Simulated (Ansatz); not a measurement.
`[GeH3][SbH2]` + `C=N` → `C=[N][GeH3]` + stibine at 600 K and 1 bar (cleavage of the Ge–Sb bond).

Calculated with Ansatz (gas phase, PBE0-D4/def2-TZVP geometries, no zero-point term in ΔE). CCSD(T)/CBS is the MP2 limit (def2-TZVPP, def2-QZVPP) plus CCSD(T) − MP2 in def2-TZVPP, frozen cores. This one scheme is used for every species. Elements past krypton have def2 core potentials. For Ge, Sb outer-core shells are correlated without core-valence functions, which leaves a few kJ/mol of doubt a bond. Scalar relativity is left out up to krypton.

```tsv
species	CCSD(T)/CBS energy (Eh)	H − E (kJ/mol)	S (J/(mol·K))
`[GeH3][SbH2]`	-2319.11871	141.7	385.7
`C=N`	-94.52360	129.6	259.4
`C=[N][GeH3]`	-2171.83462	184.6	360.4
`[SbH3]`	-241.78682	75.6	266.4
```

H − E and S are ideal-gas, rigid-rotor, harmonic terms from PBE0-D4/def2-TZVP. 1 Eh = 2625.50 kJ/mol, R = 8.31446 J/(mol·K).

Problem. By hand: ΔE, ΔH, ΔS and ΔG.

Solution. ΔE = (-2171.83462) + (-241.78682) − (-2319.11871) − (-94.52360) = 0.02087 Eh = 54.8 kJ/mol. Δ(H − E) = 184.6 + 75.6 − 141.7 − 129.6 = -11.1, so ΔH = 43.7 kJ/mol. ΔS = 360.4 + 266.4 − 385.7 − 259.4 = -18.3 J/(mol·K). ΔG = 43.7 − 600 × (-18.3)/1000 = 54.7 kJ/mol.

Problem. By hand: the equilibrium constant, and the temperature at which ΔG would vanish if ΔH and ΔS stayed fixed.

Solution. log₁₀ K = −ΔG/(RT ln 10) = -4.8. ΔH and −TΔS have one sign here, so there is no such temperature.

ΔH outweighs TΔS. A doubt of 5 kJ/mol in ΔE shifts log₁₀ K by 0.4 here. These are equilibria of isolated gas molecules and say nothing of rates. Largest T1 diagnostic: 0.014 (customary marks: 0.02 for closed shells, 0.045 for open ones).
